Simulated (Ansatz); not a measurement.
Consider the cleavage of the Si–B bond: `CB([SiH3])[SiH3]` + `CC(=N)[SiH3]` → `C/C([SiH3])=N\[SiH3]` + `CB[SiH3]`.

Calculated with Ansatz (gas phase, PBE0-D4/def2-TZVP geometries, no zero-point term in ΔE). CBS: MP2 limit from def2 TZ/QZ plus the TZ coupled-cluster correction, frozen cores. Functionals use def2-TZVPP. B3LYP here is the variant with VWN-RPA as its local correlation; programs differ in this. One conformer a species, not always the lowest.

```json
{"species": "`CB([SiH3])[SiH3]`", "B3LYP-D4 energy (Eh)": "-647.43132"}
{"species": "`CC(=N)[SiH3]`", "B3LYP-D4 energy (Eh)": "-424.74524"}
{"species": "`C/C([SiH3])=N\\[SiH3]`", "B3LYP-D4 energy (Eh)": "-715.48806"}
{"species": "`CB[SiH3]`", "B3LYP-D4 energy (Eh)": "-356.70427"}
```

Q: Work out ΔE.

A: ΔE = (-715.48806) + (-356.70427) − (-647.43132) − (-424.74524) = -0.01577 Eh = -41.4 kJ/mol. CCSD(T)/CBS gives -36.2 kJ/mol.

Largest T1 diagnostic among the species: 0.013.

In def2-TZVPP, CCSD(T) changes the Hartree–Fock value by +19.4 kJ/mol (the triples alone add +1.8 kJ/mol) and MP2 by +10.7 kJ/mol. From PBE to PBE0 (25 % exact exchange), in def2-TZVPP and without D4, ΔE moves by −4.1 kJ/mol.
